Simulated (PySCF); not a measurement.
**Ionisation energy of Se by level of theory**

Se [Ar] 3d10 4s2 4p4 (3P) → Se⁺ [Ar] 3d10 4s2 4p3 (4S), as a difference of total energies. Computed with PySCF 2.14 in cc-pVDZ-PP with ECP10MDF, with scalar relativity through the core potential. Correlated levels: valence: 3s2 3p6 3d10 frozen. The calculations carry no spin-orbit coupling.

| method | ionisation energy (eV) |
| --- | --- |
| UHF | 8.504 |
| BP86 | 9.752 |
| TPSS | 9.566 |
| CCSD (valence) | 8.937 |
| CCSD(T) (valence) | 8.943 |

**Question.** Estimate what MP2 (valence) gives.

**Answer.** 8.916 eV, closest to CCSD (valence) among the rows shown.

**Question.** Estimate what SCS-MP2 (valence) gives.

**Answer.** 8.933 eV, closest to CCSD (valence) among the rows shown.

Errors of the correlated levels include the incompleteness of this basis and the frozen core.

For comparison: 9.635 eV (measured; NIST levels, between the centres of gravity of the two terms).
